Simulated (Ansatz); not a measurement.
Coupled-cluster diagnostics for B2(OH)4 (B₂O₄H₄), Ansatz.

Geometry of the singlet (PBE-D4/def2-SVP):

```xyz
10

B    -0.4536   -0.0640   -1.0545
O    -0.7521   -1.2672   -1.6452
O    -0.7284    1.0588   -1.7958
B     0.2282    0.0320    0.5304
O     0.4725   -1.1458    1.2045
O     0.4959    1.2822    1.0468
H    -0.5198   -1.9927   -1.0390
H    -0.4808    1.8514   -1.2878
H     0.8577   -1.0455    2.0962
H     0.8803    1.2908    1.9444
```

Correlated methods freeze 6 core orbitals.

Estimate the CCSD(T) correlation energy, the shares of MP2 and (T), T1 and the reference's ⟨S²⟩ for: charge 0, singlet, own geometry in def2-TZVPP; and the rough time on 2 threads of AMD EPYC 7R13 on a shared host and a share (18 GiB) of an NVIDIA H100 80GB HBM3.


| state | basis | correlation (eV) | MP2 share (%) | (T) share (%) | T1 | ⟨S²⟩ (pure) | wall time |
| --- | --- | --- | --- | --- | --- | --- | --- |
| charge 0, singlet, own geometry | def2-TZVPP | -32.913 | 95.1 | 3.6 | 0.014 | 0.00 (0.00) | 18 s |
Customary marks for T1 are 0.02 (closed shells), 0.045 (open shells) and about 0.05 (3d metals). T1 stays under 0.02 throughout.
